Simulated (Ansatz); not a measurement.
C2H6BFS (`CBC(F)S`). Total charge 0; spin multiplicity 1. All single points use the PBE0-D4/def2-TZVP geometry. It is one conformer, not always the lowest.

```xyz
11

C     0.967   -0.254   -1.200
B     0.337   -0.391    0.233
C    -0.414    0.790    0.900
F    -0.391    2.032    0.350
S    -1.828   -0.204    0.157
H     0.911   -1.183   -1.772
H     0.544    0.555   -1.800
H     2.034   -0.030   -1.073
H     0.562   -1.327    0.946
H    -0.571    0.868    1.974
H    -2.150   -0.857    1.284
```

Question: What is the dipole moment at B3LYP/def2-TZVPP? (Estimate.)

Answer: The calculation gave: 1.90 D, with components (-0.94, -0.90, 1.39) D in this frame, pointing from negative to positive charge.

Question: And with PBE, r2SCAN, ωB97M-V? (An estimate is asked.)

Answer: Computed: PBE 1.81 D, r2SCAN 1.84 D, ωB97M-V 1.89 D.

Question: Give the Mulliken charges with B3LYP, PBE, r2SCAN in def2-TZVPP. (Best estimate.)

Answer: Computed: 
| atom | B3LYP | PBE | r2SCAN |
| --- | --- | --- | --- |
| C1 | -0.33 | -0.35 | -0.25 |
| B2 | -0.08 | -0.11 | -0.04 |
| C3 | 0.17 | 0.15 | 0.20 |
| F4 | -0.21 | -0.16 | -0.21 |
| S5 | -0.08 | -0.06 | -0.07 |
| H6 | 0.10 | 0.10 | 0.07 |
| H7 | 0.08 | 0.08 | 0.05 |
| H8 | 0.09 | 0.10 | 0.06 |
| H9 | 0.02 | 0.01 | 0.00 |
| H10 | 0.12 | 0.11 | 0.09 |
| H11 | 0.12 | 0.13 | 0.11 |

B3LYP here is the variant with VWN-RPA as its local correlation; programs differ in this.
